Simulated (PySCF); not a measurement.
# Electron affinity of Pt by level of theory

Pt⁻ [Xe] 4f14 5d9 6s2 [5d3/2^4 5d5/2^5, M_J = 5/2] → Pt [Xe] 4f14 5d9 6s1 [5d3/2^4 5d5/2^5 6s1/2^1, M_J = 3], as a difference of total energies. Computed with PySCF 2.14 in x2c-SVPall-2c with one added diffuse shell each of s, d type (8s9p10d2f, 99 functions), with the two-component X2C-1e Hamiltonian. Correlated levels: [Kr] 4d10 4f14 frozen; the 22 highest virtual spinors dropped. "Screened" scales the spin-orbit matrix elements by Boettger's factors to mimic the two-electron term; Breit and QED terms are absent.

```csv
method,electron affinity (eV)
GHF (spin-free),0.456
GMP2 (spin-free),1.572
GHF (screened spin-orbit),0.456
GMP2 (screened spin-orbit),1.580
```

**Question.** How much does correlation contribute at GMP2 (screened spin-orbit)?

**Answer.** 1.580 − (0.456) = 1.124 eV, measured against GHF (screened spin-orbit).

The spin-free rows relax to the high-spin LS determinant and lack the spin-orbit shift.

Errors of the correlated levels include the incompleteness of this basis, which has no added diffuse functions for the anion, and the frozen core.

The labels give the starting determinants; with spin-orbit coupling the two ends relaxed to ⟨J²⟩ = 8.79, ⟨L²⟩ = 6.16, ⟨S²⟩ = 0.91 and ⟨J²⟩ = 12.03, ⟨L²⟩ = 6.16, ⟨S²⟩ = 2.14.

For comparison: 2.125 eV (measured; photodetachment measurements, as compiled on the Wikipedia data page of electron affinities).
